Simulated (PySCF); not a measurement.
PySCF input:

```python
from pyscf import gto, scf, dft

mol = gto.M(
    atom='''
    B    -0.00000000   -0.00000000   -0.84990570
    O     0.00000000    0.00000000    0.36417581
    H     0.00000000    0.00000000    1.33612203
    ''',
    basis='def2-tzvpd',
    charge=1,
    spin=1,
    symmetry='C2v',
    verbose=4,
)

mf = dft.UKS(mol, xc='m06l').density_fit(auxbasis='def2-universal-jkfit')
mf.grids.level = 4
mf.conv_tol = 1e-9
mf.max_cycle = 100
mf.max_memory = 1500
mf.kernel()
if not mf.converged:
    mf = mf.newton()
    mf.kernel(mf.make_rdm1())
mf.analyze()
```

Problem. What final total energy does it print?

Solution. -100.07375 Eh (M06-L/def2-TZVPD).
